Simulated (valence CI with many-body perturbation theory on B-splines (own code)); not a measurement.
# Level structure of In I

Computed by valence CI with perturbative core correlation (CI+MBPT): three valence electrons over a frozen Dirac-Fock core [Kr] 4d10, radial functions for each j: 9 s, 9 p, 8 d, 6 f, 3 g, 1 h, with the one-electron correlation potential Σ1 (screened to all orders), the two-electron term Σ2, the three-electron term Σ3, Breit, model QED; selected single and double excitations, second order for the rest, scaled by the run's own slope (own B-spline code, finite nucleus).

Against 12 measured levels this calculation errs by 163 cm⁻¹ on average and by 507 at most. These come from a selection out of the NIST Handbook of Basic Atomic Spectroscopic Data. Levels without a partner in it may be off by more.

Levels 1 to 22 of 22, with energies above the lowest level, 5s²5p ²P°_1/2. "Leading %" is the weight of the configuration and term that name the level; weights of strongly mixed levels are sums over their largest components and can fall short. In the jj column 3d3/2^4 stands for four electrons in 3d with j = 3/2. Lifetimes count E1, E2, E3, M1 and M2 decay at the calculated energies, and are blank where another channel may lead or the interval is too uncertain; long ones can be off by a factor of two.

```csv
No.,Configuration,Term,J,E (cm⁻¹),Leading %,Lifetime,g,Leading jj
1,5s²5p,²P°,1/2,0.0,95,,0.666,5s^2 5p1/2 (95 %)
2,5s²5p,²P°,3/2,2207,95,10.3 s,1.334,5s^2 5p3/2 (95 %)
3,5s²6s,²S,1/2,24475,93,6.99 ns,2.002,5s^2 6s (93 %)
4,5s²6p,²P°,1/2,31811,92,65.9 ns,0.666,5s^2 6p1/2 (92 %)
5,5s²6p,²P°,3/2,32105,92,60.0 ns,1.334,5s^2 6p3/2 (92 %)
6,5s²5d,²D,3/2,32842,88,7.31 ns,0.801,5s^2 5d3/2 (88 %)
7,5s²5d,²D,5/2,32863,87,7.61 ns,1.202,5s^2 5d5/2 (87 %)
8,5s5p²,⁴P,1/2,34471,93,1.10 μs,2.665,5s 5p1/2^2 (49 %)
9,5s5p²,⁴P,3/2,35515,93,1.48 μs,1.731,5s 5p1/2 5p3/2 (85 %)
10,5s²7s,²S,1/2,36210,92,22.0 ns,2.002,5s^2 7s (92 %)
11,5s5p²,⁴P,5/2,36955,91,455 ns,1.589,5s 5p3/2^2 (51 %)
12,5s²7p,²P°,1/2,38750,92,226 ns,0.666,5s^2 7p1/2 (92 %)
13,5s²7p,²P°,3/2,38858,92,198 ns,1.334,5s^2 7p3/2 (92 %)
14,5s²6d,²D,3/2,38986,84,32.0 ns,0.800,5s^2 6d3/2 (84 %)
15,5s²6d,²D,5/2,39033,84,30.5 ns,1.206,5s^2 6d5/2 (84 %)
16,4f5s²,²F°,7/2,39691,94,60.4 ns,1.143,4f7/2 5s^2 (94 %)
17,4f5s²,²F°,5/2,39692,94,60.3 ns,0.857,4f5/2 5s^2 (94 %)
18,5s²8s,²S,1/2,40564,93,48.0 ns,2.002,5s^2 8s (93 %)
19,5s²7d,²D,3/2,41744,84,132 ns,0.800,5s^2 7d3/2 (84 %)
20,5s²8p,²P°,1/2,41747,93,543 ns,0.666,5s^2 8p1/2 (93 %)
21,5s²7d,²D,5/2,41768,85,120 ns,1.201,5s^2 7d5/2 (85 %)
22,5s²8p,²P°,3/2,41800,93,450 ns,1.334,5s^2 8p3/2 (93 %)
```

The ionisation energy to 5s² ¹S0 of the next ion comes out as 5.7808 eV (NIST: 5.78636 eV (measured)). All 22 levels together are meant to be complete up to 41933 cm⁻¹.
